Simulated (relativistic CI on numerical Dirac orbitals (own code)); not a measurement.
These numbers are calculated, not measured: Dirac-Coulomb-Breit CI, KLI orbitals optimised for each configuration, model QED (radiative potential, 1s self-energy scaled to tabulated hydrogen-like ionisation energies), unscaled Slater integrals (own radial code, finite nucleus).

The strongest absorption lines from the ground level of an ion, among the configurations computed and to levels below about 55.2 eV (vacuum wavelength in nm, gf): 23.512 (0.24), 24.192 (0.83), 25.237 (1.8), 25.429 (0.25), 25.482 (0.5), 25.892 (0.97), 25.923 (1.4), 26.314 (0.44).

**Question.** Which ion is it?
A. Pb IX
B. Pb VII
C. Hg VII
D. Pt V

**Answer.** A. Pb IX has 74 electrons and the ground level 5p⁶5d⁶ ⁵D4; the strongest line goes to 5p⁶5d⁵6p ⁵P°3. The pattern of lines fixes the number of electrons, and along that sequence the line energies rise steadily with the charge (about as its square where n changes within one kind of shell, about linearly where n is kept but much faster in heavy ions where fine structure, which grows about as Z⁴, sets the gap, and irregularly where shells cross), which fixes Z. Configurations outside the model, such as inner-shell arrays, can give stronger lines. At this charge configurations can still be misplaced by up to about 7 % of their energy. Terms inside the open d or f shell come out 10 to 20 % too wide with unscaled integrals. Levels and lines within the n = 5 or 6 shells can be off by up to 10 % or somewhat more, and those that change n by about 2 %, since core polarisation is missing.

LS names give the leading component of a level, which can be under half, so a name can repeat, a term be missing and a line seem to break the LS rules.
